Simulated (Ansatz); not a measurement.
Species: C4H4N (charge -1, singlet). It need not be the lowest isomer of its formula. Whether it binds its extra electron was not tested at this geometry. 
Coordinates optimised at B3LYP-D3(BJ)/def2-TZVP (Ansatz, a first-principles code):
SMILES: C/[C-]=C\C#N
```xyz
9

C     -1.7577    -0.1013     0.0556
C     -0.7425    -1.2225     0.0579
C      0.5668    -0.8496     0.0078
C      1.0601     0.4952    -0.0462
N      1.4409     1.5927    -0.0896
H     -1.3758     0.9374     0.0138
H     -2.4436    -0.2366    -0.7907
H     -2.3915    -0.1859     0.9478
H      1.3647    -1.5942     0.0057
```
Charge -1, spin multiplicity 1.

Question: Give the harmonic wavenumbers at B3LYP-D3(BJ)/def2-TZVP (Ansatz, finite differences of forces, unscaled).

Answer: 113, 164, 268, 401, 586, 663, 765, 882, 956, 1006, 1079, 1320, 1364, 1443, 1470, 1494, 2228, 2868, 2988, 3003, 3040 cm⁻¹. Zero-point energy 40.2 kcal/mol.

Question: From these and the geometry, give the ideal-gas thermochemistry at 298.15 K and 1 atm (rigid rotor, harmonic oscillator).

Answer: Point group Cs, rotational symmetry number 1. Rotational constants 12.12, 3.724, 2.898 GHz. S(trans) 38.48, S(rot) 25.31, S(vib) 9.85, S(elec, spin only) 0.00, S 73.6 cal/(mol K). H(298) - H(0) 4.05 kcal/mol; G - E(el) 22.3 kcal/mol.
